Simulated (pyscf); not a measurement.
PySCF, gas phase, ωB97X-D3(BJ)/def2-SVP geometries.

How much does it cost (ΔH, 298 K, ωB97M-D3(BJ)/def2-TZVP) to split `[Cl][Ge]([Cl])([Cl])[SeH]` at its Ge–Se bond into Cl–Ge•(Cl)–Cl + SeH•?

Ge–Se to Cl–Ge•(Cl)–Cl + SeH•: 270.4 kJ/mol. The 7 functionals that were run give +264.2 (PBE) to +307.2 kJ/mol (ωB97X-D3(BJ)). Left out: the spin-orbit lowering of SeH, which is large for Br, Se, Te and I. Elements up to Kr have no core potential and no relativistic terms here.
